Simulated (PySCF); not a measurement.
Some computed properties have been withheld. Give your best values.

Compound: C₆H₇FS.
SMILES: `C12([C@H](C(S2)=C)F)CC1`

```json
{"property": "point group of the GFN2-xTB geometry", "level": "GFN2-xTB", "value": "C1"}
{"property": "rotational constants A, B, C of the GFN2-xTB geometry", "level": "GFN2-xTB", "value": "?"}
{"property": "dipole moment", "level": "CAM-B3LYP/def2-SVPD", "value": "?"}
{"property": "HOMO energy", "level": "CAM-B3LYP/def2-SVPD", "value": "?"}
{"property": "LUMO energy", "level": "CAM-B3LYP/def2-SVPD", "value": "?"}
{"property": "lowest singlet excitation", "level": "TDDFT CAM-B3LYP/def2-SVPD", "value": "4.40 eV (282 nm, f = 0.000)"}
{"property": "strongest line among the 8 lowest singlet transitions", "level": "TDDFT CAM-B3LYP/def2-SVPD", "value": "?"}
{"property": "lowest triplet excitation (Tamm–Dancoff)", "level": "TDA CAM-B3LYP/def2-SVPD", "value": "?"}
{"property": "static isotropic polarisability", "level": "CAM-B3LYP/def2-SVPD", "value": "88.5 au"}
{"property": "electronic spatial extent ⟨r²⟩ about the centre of nuclear charge", "level": "CAM-B3LYP/def2-SVPD", "value": "?"}
```

The electronic properties come from PySCF, for the isolated species, density fitting.

Task: Give the LUMO energy.

Result: 0.54 eV.

Task: What is the HOMO energy?

Result: -7.59 eV.

Task: What is the lowest triplet excitation (Tamm–Dancoff)?

Result: 3.67 eV.

Task: The rotational constants A, B, C of the GFN2-xTB geometry?

Result: 2.637, 1.678, 1.148 GHz.

Task: What is the strongest line among the 8 lowest singlet transitions?

Result: S2 at 5.32 eV (233 nm, f = 0.149).

Task: What is the electronic spatial extent ⟨r²⟩ about the centre of nuclear charge?

Result: 1051 bohr².

Task: Give the dipole moment.

Result: 1.29 D.

With B = h/(8π²I), that is 505.379 GHz u Å² over I, the principal moments of inertia are 191.6, 301.2 and 440.4 u Å² (most abundant isotopes); the inertial defect Ic − Ia − Ib is -52.4 u Å² (zero for a rigid planar frame, negative otherwise). The vertical singlet–triplet gap S1 − T1 is 0.73 eV (TDDFT singlet less Tamm–Dancoff triplet; S1: HOMO→LUMO+1, weight 0.85; T1: HOMO→LUMO, weight 0.74). No computed singlet falls in the visible range (750 to 380 nm, 1.65 to 3.26 eV); S1 lies 1.14 eV above its blue end. The polarisability is 13.11 Å³ as a volume (1 au = 0.148185 Å³), or 1.30 au for each of the 68 electrons. The rotational constants make it an asymmetric top with κ = (2B − A − C)/(A − C) = -0.29, nearer the prolate limit (−1).
